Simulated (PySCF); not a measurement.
C4H7O, SMILES CC(=O)[CH]C, multiplicity 2. Atoms are numbered in the order given.

```xyz
12

C      0.0976    -2.0450     0.0000
C      0.6817    -0.6827     0.0000
C     -0.1457     0.5072     0.0000
C      0.5584     1.8542     0.0000
O     -1.3760     0.4282     0.0000
H     -0.9994    -1.9882     0.0000
H      0.4317    -2.6225    -0.8822
H      0.4317    -2.6225     0.8822
H      1.7710    -0.5650     0.0000
H      1.2052     1.9570     0.8870
H     -0.1903     2.6567     0.0000
H      1.2052     1.9570    -0.8870
```
Charge 0, spin multiplicity 2.

The structure is a stationary point at B3LYP-D3(BJ)/def2-SVP. The isomer is the one that the SMILES or the coordinates give; other isomers of the formula were not compared. Other conformers were not sampled.

The numbers are results of B3LYP/pcH-1 in PySCF, not measurements.

Unrestricted Kohn–Sham, ⟨S²⟩ = 0.762. Hyperfine tensors hold the contact and dipolar terms, without spin-orbit corrections.

Computed hyperfine couplings:
```tsv
nucleus	A(iso) (MHz)	A(iso) (G)	dipolar principal values (MHz)
13C no. 1	-27.4	-9.8	-2.6, 0.6, 1.9
13C no. 2	70.7	25.2	-65.8, -64.7, 130.5
13C no. 3	-37.8	-13.5	-11.0, 2.7, 8.3
13C no. 4	-2.8	-1.0	-1.1, 0.4, 0.7
17O no. 5	-18.7	-6.7	-86.4, 43.0, 43.4
1H no. 6	2.1	0.8	-4.1, -2.4, 6.5
1H no. 7	100.4	35.8	-4.7, -3.0, 7.7
1H no. 8	100.4	35.8	-4.7, -3.0, 7.7
1H no. 9	-51.7	-18.5	-30.3, -2.0, 32.3
1H no. 10	1.5	0.5	-2.8, -1.8, 4.6
1H no. 11	-1.8	-0.6	-2.0, -1.1, 3.1
1H no. 12	1.5	0.5	-2.8, -1.8, 4.6
```
